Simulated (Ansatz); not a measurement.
Stepwise reaction of `[OH][Al]([OH])[OH]` with ammonia, as a gas-phase model of exchange steps in deposition or etching. ΔE in kJ/mol; ΔG adds harmonic PBE0-D4 terms to CCSD(T)/CBS, at 1 bar.

Computed with Ansatz on PBE0-D4/def2-TZVP structures; ΔE is electronic, products minus reactants. CCSD(T)/CBS is the MP2 limit (def2-TZVPP, def2-QZVPP) plus CCSD(T) − MP2 in def2-TZVPP, frozen cores. This one scheme is used for every species. DFT in def2-TZVPP. B3LYP here is the variant with VWN-RPA as its local correlation; programs differ in this. One conformer a species, not always the lowest.

| step | reaction | PBE-D4 | B3LYP-D4 | ωB97M-V | CCSD(T)/CBS | ΔG(600 K) |
| --- | --- | --- | --- | --- | --- | --- |
| 1 | `[OH][Al]([OH])[OH]` + NH₃ → `[NH2][Al]([OH])[OH]` + H₂O | 48.2 | 50.5 | 49.8 | 47.5 | 35.5 |
| 2 | `[NH2][Al]([OH])[OH]` + NH₃ → `[NH2][Al]([NH2])[OH]` + H₂O | 50.4 | 52.8 | 52.0 | 49.4 | 40.7 |
| 3 | `[NH2][Al]([NH2])[OH]` + NH₃ → `[NH2][Al]([NH2])[NH2]` + H₂O | 51.1 | 53.8 | 53.0 | 50.7 | 56.4 |

(1) By hand: ΔE of the 3 steps together at CCSD(T)/CBS.

Results:

(1) (47.5) + (49.4) + (50.7) = 147.6 kJ/mol, or 49.2 kJ/mol a step.

In ΔE the steps differ by no more than 3.2 kJ/mol. All are uphill at CCSD(T)/CBS. ΔG lies between 35.5 and 56.4 kJ/mol a step. PBE-D4 differs from CCSD(T)/CBS by 0.4 to 1.0 kJ/mol a step. Isolated molecules leave out the surface, adducts and barriers. Largest T1 diagnostic: 0.012.
